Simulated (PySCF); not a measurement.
AlH, SMILES [AlH] (connectivity only; charge and spin as stated), neutral, multiplicity 1. The structure is a stationary point at r2SCAN-D4/def2-TZVPD.

TDDFT-CAM-B3LYP/def2-TZVPD (PySCF) puts the lowest singlet excitations at 2.88, 2.88, 5.43, 6.46, 6.64, 6.64 eV.

Task: What are the lowest excitation roots from ADC(3)/aug-cc-pVDZ run with PySCF? (The exact figures need the calculation; the answer reports its results.)

Result: 2.74, 2.74, 5.35, 5.40, 6.05, 6.17 eV. S1 differs by -0.14 eV (second minus first; roots are paired by order, and the bases may differ).
